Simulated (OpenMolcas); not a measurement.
## Fe³⁺: effect of the basis set

- Program: OpenMolcas 26.06
- Method: SS-CASPT2, IPEA 0.25 Eh, imaginary shift 0.1 Eh (closed shells correlated: 3s 3p)
- Active space: 5 electrons in 10 orbitals (3d 4d)
- State averaging: 2S+1 = 6 even, 1 root; 2S+1 = 4 even, 24 roots; 2S+1 = 2 even, 53 roots
- Spin-orbit coupling: state interaction with AMFI integrals over the reference wave functions, term energies averaged over their components

A. ANO-RCC-VTZP [6s5p3d2f1g], DKH2, point nucleus; CASPT2 step of the order of 11 core-minutes
B. ANO-R2 [6s5p4d2f1g], X2C, finite nucleus; CASPT2 step of the order of 40 core-minutes
C. ANO-RCC-VQZP [7s6p4d3f2g1h], DKH2, point nucleus; CASPT2 step about 16 core-minutes

Energies in cm-1 above 3d5 6S 5/2, the measured ground level; measured values from Corliss and Sugar, J. Phys. Chem. Ref. Data 11, 135 (1982).

| Level | A | B | C | Measured |
| --- | --- | --- | --- | --- |
| 3d5 6S 5/2 | 0.0 | 0.0 | 0.0 | 0.0 |
| 3d5 4G 5/2 | 33520 | 33550 | 33380 |  |
| 3d5 4G 7/2 | 33560 | 33590 | 33420 |  |
| 3d5 4G 9/2 | 33600 | 33620 | 33460 |  |
| 3d5 4G 11/2 | 33610 | 33630 | 33460 | 32246 |
| 3d5 4P 5/2 | 37100 | 36950 | 36900 | 35254 |
| 3d5 4P 3/2 | 37160 | 37010 | 36970 | 35333 |
| 3d5 4P 1/2 | 37240 | 37090 | 37040 | 35407 |
| 3d5 4D 7/2 | 40260 | 40210 | 40170 | 38779 |
| 3d5 4D 1/2 | 40300 | 40260 | 40210 | 38897 |
| 3d5 4D 3/2 | 40390 | 40340 | 40300 |  |
| 3d5 4D 5/2 | 40430 | 40380 | 40330 |  |
| 3d5 2I 11/2 | 49090 | 49130 | 48740 |  |
| 3d5 2I 13/2 | 49190 | 49220 | 48830 |  |
| 3d5 2D 5/2 [74 %] | 52130 | 51930 | 51810 | 49542 |
| 3d5 2D 3/2 | 52630 | 52420 | 52310 | 50051 |
| 3d5 2F 7/2(1) | 54170 | 53980 | 53840 | 51394 |
| 3d5 4F 9/2 | 54660 | 54670 | 54580 | 52621 |
| 3d5 4F 7/2 | 54670 | 54680 | 54590 | 52695 |
| 3d5 4F 3/2 | 54810 | 54810 | 54720 |  |
| 3d5 2H 9/2 | 58640 | 58560 | 58310 | 56058 |
| 3d5 2H 11/2 | 59070 | 58970 | 58700 | 56369 |
| 3d5 2G 7/2 | 59740 | 59680 | 59510 | 57408 |
| 3d5 2G 9/2 | 60130 | 60050 | 59860 | 57721 |

Deviations, from unrounded energies. A percentage is the sum of absolute deviations over the sum of measured energies, with the sign that they share, or ± where signs differ.

```tsv
Against measurement	Levels	A	B	C
mean absolute deviation (cm-1)	15	2100	2000	1900
other terms of the ground configuration (%)	15	+4.5	+4.3	+4.1
```

C lies closest to measurement on these levels and A furthest from it. The largest miss of C in the table is 3d5 2F 7/2(1), by +2400 cm-1. The ranking rests on the paired levels alone, and a cruder setting can come out closer through cancelling errors.

Among A to C the level of the table that moves most is 3d5 2I 13/2, by 390 cm-1 (lowest in C, highest in B). Moves below CASPT2's spread within the term are not significant.

CASPT2 breaks the degeneracy within a term, and the mean is taken; among the terms shown or strongly mixed into the levels shown the widest spread is 240 cm-1 (3d5 2I, C). Active for correlation alone: 4d; no level in the range computed is led by a configuration that fills it, so any true level of that kind is missing. Measured partners are found by configuration, term and J. A level has none where our copy of the source lacks it or the pairing is in doubt (some pairs that miss far off the trend of their configuration count as doubtful), and it then counts in no deviation. Levels of configurations outside the active space are missing. The table leaves out levels that lie high or whose names do not pair safely across all columns.

A share in square brackets marks a mixed level and gives the weight of the term that names it, the lowest over the columns. A number in round brackets counts repeated terms of one configuration in the order of the reference energies.
